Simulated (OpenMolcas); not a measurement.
**Ti²⁺: effect of the active space**

```
Program             : OpenMolcas 26.06
Method              : CASSCF
Basis               : ANO-L-VQZP
Scalar Hamiltonian  : non-relativistic, point nucleus
Spin-orbit coupling : state interaction with AMFI integrals over the reference wave functions, term energies averaged over their components
```

A. 2 electrons in 5 orbitals (3d); 2S+1 = 3 even, 10 roots; 2S+1 = 1 even, 15 roots; cost roughly 5 core-seconds
B. 2 electrons in 10 orbitals (3d 4d); 2S+1 = 3 even, 10 roots; 2S+1 = 1 even, 15 roots kept (CI in the orbitals of an earlier block); cost of the order of 11 core-seconds

Energies in cm⁻¹ above 3d² ³F₂, the measured ground level; measured values from Corliss and Sugar, J. Phys. Chem. Ref. Data 8, 1 (1979).

| Level | A | B | Measured |
| --- | --- | --- | --- |
| 3d² ³F₂ | 0.0 | 0.0 | 0.0 |
| 3d² ³F₃ | 195 | 198 | 185 |
| 3d² ³F₄ | 450 | 455 | 420 |
| 3d² ¹D₂ | 11409 | 10925 | 8474 |
| 3d² ³P₀ | 13636 | 13113 | 10538 |
| 3d² ³P₁ | 13703 | 13178 | 10604 |
| 3d² ³P₂ | 13845 | 13318 | 10721 |
| 3d² ¹G₄ | 17575 | 16910 | 14398 |
| 3d² ¹S₀ | 42628 | 40301 | 32476 |

Deviations, from unrounded energies. A percentage is the sum of absolute deviations over the sum of measured energies, with the sign that they share, or ± where signs differ.

| Against measurement | Levels | A | B |
| --- | --- | --- | --- |
| mean absolute deviation (cm-1) | 8 | 3200 | 2600 |
| fine structure of the ground term (%) | 2 | +6.7 | +7.9 |
| other terms of the ground configuration (%) | 6 | +29.3 | +23.5 |

B lies closest to measurement on these levels. The largest miss of B in the table is 3d² ¹S₀, by +7800 cm-1. The ranking rests on the paired levels alone, and a cruder setting can come out closer through cancelling errors.

Between A and B the level of the table that moves most is 3d² ¹S₀, by 2300 cm-1 (lowest in B, highest in A).

Without dynamic correlation excited terms often stand tens of per cent too high (terms of higher spin than the ground term too low), and those without a measured partner can miss by more than the paired ones. Terms from blocks run as CI alone lack orbitals of their own (holds for B). Active for correlation alone: 4d; no level in the range computed is led by a configuration that fills it, so any true level of that kind is missing (holds for B). Computed and measured levels are paired by configuration, term and J; levels that our copy of the source lacks, or whose pairing is in doubt (as where it misses far off the trend of its configuration), stay unpaired and out of the deviations. Only configurations of the active space appear.
